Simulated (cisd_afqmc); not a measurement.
Input (AFQMC/CISD/cc-pV(T+d)Z; cisd_afqmc is a phaseless AFQMC code with CISD trial states that reads the integrals written by Ansatz): A basis named .json is the Basis Set Exchange file of that set.

Ansatz 0.2 input:
```python
import cisd_afqmc

open("ham.yaml", "w").write("""\
crystal:
  periodic: [false, false, false]
  atoms:
    - {symbol: C, position_ang: [-2.26988681, -0.09702818, -0.04211232]}
    - {symbol: C, position_ang: [-0.78505281, -0.16716999, 0.11031537]}
    - {symbol: C, position_ang: [-0.05456739, -0.98901594, 0.92118721]}
    - {symbol: C, position_ang: [1.35086931, -0.78860325, 0.81609712]}
    - {symbol: C, position_ang: [1.67499179, 0.18757973, -0.07732554]}
    - {symbol: S, position_ang: [0.26626179, 0.86857042, -0.79622816]}
    - {symbol: H, position_ang: [-2.65873568, 0.88955254, 0.21978975]}
    - {symbol: H, position_ang: [-2.74182066, -0.82854220, 0.61398383]}
    - {symbol: H, position_ang: [-2.58350763, -0.31225602, -1.06605402]}
    - {symbol: H, position_ang: [-0.51183624, -1.71810334, 1.57587329]}
    - {symbol: H, position_ang: [2.08416424, -1.34648794, 1.38042302]}
    - {symbol: H, position_ang: [2.65342293, 0.54413595, -0.35333640]}
basis:
  gaussian:
    orbitals: cc-pV_T+d_Z.json
magnetization: {spin_polarized: false}
correlation: {method: ccsd, electrons: outside_noble_gas, hamiltonian_folder: ham}
""")
rep = cisd_afqmc.ansatz("ham.yaml")
e_ccsd = rep["correlation"]["coupled_cluster"]["energy"]["hartree"]
out = cisd_afqmc.run("ham", e_ccsd, trial="CISD", walkers=1000, populations=1, threads=12, dt=0.005, steps=40, early=24, settle=10, least=100,
    cut=5e-5, rank_cut=2e-4, target=0.0007, seconds=1500, seed=4, memory=62639, gpu=True)
```

Output:

```
orbitals 263, occupied [16], factors 1509 of 1567, rank of the doubles 1058 of 3952
E(HF) = -590.433531
E(CCSD) on the cut factors = -591.454674, shift to the whole factors -0.000014
Energy of the trial state on the determinant = -591.454621
  tau behind 7.2 of longer steps, mean of the populations' last blocks
   2.0  -591.51367
   4.0  -591.50502
   6.0  -591.51170
   8.0  -591.51226
  10.0  -591.51442
  12.0  -591.51010
  14.0  -591.51320
  16.0  -591.51041
  18.0  -591.50866
  20.0  -591.50625
  22.0  -591.51500
  24.0  -591.51457
  26.0  -591.51346
  28.0  -591.50886
  30.0  -591.51085
  32.0  -591.51845
  34.0  -591.51080
  36.0  -591.51507
  38.0  -591.50918
blocks 184 (0 outliers left out), error by blocks joined: 1: 0.00036, 2: 0.00045, 4: 0.00056, 8: 0.00069
E(AFQMC/CISD) = -591.51162 +/- 0.00069
```

The error still grows at the longest joins of blocks, or few joins were possible, so the printed bar may be too narrow.
